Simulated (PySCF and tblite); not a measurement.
C₆H₆FNO, numbered as in [CH3:1][O:2][c:3]1[cH:4][cH:5][cH:6][n:7][c:8]1[F:9]. Search: ETKDG and KDG, MMFF94s, GFN2-xTB, 60 starts; geometries at GFN2-xTB. Free energies are PBE0-D3(BJ)/pcSseg-1 single points with GFN2-xTB rigid-rotor and vibrational terms (modes under about 100 cm⁻¹ blended into free rotors). Symmetry numbers and mirror images are counted. Conformers within 2.5 kcal/mol (GFN2-xTB free energy) were kept, 3 at most. GIAO shieldings: PBE0/pcSseg-1. Shifts are against TMS (¹H), TMS (¹³C), CFCl3 (¹⁹F), NH3 (¹⁵N) at the same level. Run with PySCF (density fitting) and tblite.

Torsions listed: C1–O2–C3–C4.

```
conformer  shape  point group  mirror pair  ΔE(DFT)  Δ(G−E) at 350 K  δ C4 (ppm)
        1     0°           Cs           no     0.00             0.00       123.2
        2   180°           Cs           no     1.32             0.12       136.2
```

Energies in kcal/mol; the thermal term leaves out symmetry numbers and mirror images.

Work out the weights at 350 K and the ¹³C shift of C4 under fast exchange.

RT = 0.696 kcal/mol. Each conformer gets RT ln(σ/g), with σ the rotational symmetry number and g = 2 for a mirror pair: 1: σ = 1, g = 1, G = 0.00 + 0.00 + 0.00 = 0.00, 0.00 above the lowest, exp(−ΔG/RT) = 1.000; 2: σ = 1, g = 1, G = 1.32 + 0.12 + 0.00 = 1.44, 1.44 above the lowest, exp(−ΔG/RT) = 0.126. The sum is 1.126, so the weights are 88.8, 11.2 %. The averaged shift is 124.6 ppm. At 298.15 K it is 124.3 ppm. At 298.15 K the leading conformer alone gives 123.2 ppm and bare DFT energies give 124.4 ppm.


¹⁵N shifts are against a computed isolated NH3 molecule, about 20 ppm from the liquid.

Conformer gaps in pcSseg-1 on xTB geometries can be 2 kcal/mol off for S=O, P=O and other polar bonds.